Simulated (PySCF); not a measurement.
A PySCF script (with the pyscf-properties extension) for the NMR shieldings of `COC[SiH2]B(F)F`, C₂H₇BF₂OSi, on a GFN2-xTB geometry:

```python
import basis_set_exchange as bse
import numpy as np
from pyscf import gto, dft
from pyscf.prop import nmr

atoms = """
C    -1.769554   -1.364555    0.543037
O    -0.693190   -0.686716   -0.050273
C    -0.549141    0.650983    0.396335
Si    0.958596    1.289277   -0.596493
B     2.386952   -0.082839   -0.448347
F     3.000826   -0.628430   -1.481342
F     2.843243   -0.552330    0.697739
H    -2.720924   -0.864597    0.321831
H    -1.780609   -2.369668    0.125537
H    -1.647950   -1.421604    1.632152
H    -0.381924    0.672379    1.482353
H    -1.467044    1.219014    0.199833
H     0.508751    1.534431   -1.972402
H     1.311289    2.604184   -0.032049
"""
names = dict.fromkeys(["C", "O", "Si", "B", "F", "H"], "pcSseg-1")
basis = {el: gto.basis.parse(bse.get_basis(n, elements=[el], fmt="nwchem")) for el, n in names.items()}
mol = gto.M(atom=atoms, basis=basis, charge=0, verbose=0)
mf = dft.RKS(mol, xc="PBE0")
mf.grids.level = 2
mf.grids.alignment = dft.numint.BLKSIZE   # the property module wants whole blocks of grid points
mf.conv_tol = 1e-9
mf.kernel()

calc = nmr.RKS(mf)   # GIAO
C = mf.mo_coeff
Co = C[:, mf.mo_occ > 0]
resp = mf.gen_response(singlet=True, hermi=2)
def vind(x):   # induced exchange potential for any number of trial vectors
    d = np.einsum("pi,xij,qj->xpq", C, 2 * x.reshape(-1, C.shape[1], Co.shape[1]), Co, optimize=True)
    return np.einsum("xpq,pi,qj->xij", resp(d - d.transpose(0, 2, 1)), C, Co, optimize=True).ravel()
mo1, _ = nmr.rhf.solve_mo1(calc, with_cphf=vind)
sigma = calc.kernel(mo1)
for i, s in enumerate(sigma):   # ppm
    print("%2d %-2s %9.2f" % (i, mol.atom_pure_symbol(i), np.trace(s) / 3))
```

**Question.** What are the results?

**Answer.** 
```
 0 C     121.20
 1 O     323.38
 2 C     122.84
 3 Si    433.79
 4 B      70.36
 5 F     185.12
 6 F     198.52
 7 H      28.42
 8 H      27.80
 9 H      28.41
10 H      28.29
11 H      28.30
12 H      27.91
13 H      27.90
```

These numbers come from an equivalent density-fitted implementation of the same equations, which agrees with the script to about 0.01 ppm for H and up to a few tenths of a ppm for heavy atoms, so last digits may differ.

Size and cost of the density-fitted run: 161 basis functions, 17 s wall time on 1 thread of an AMD EPYC 9R14, shared host; peak memory 0.74 GiB.
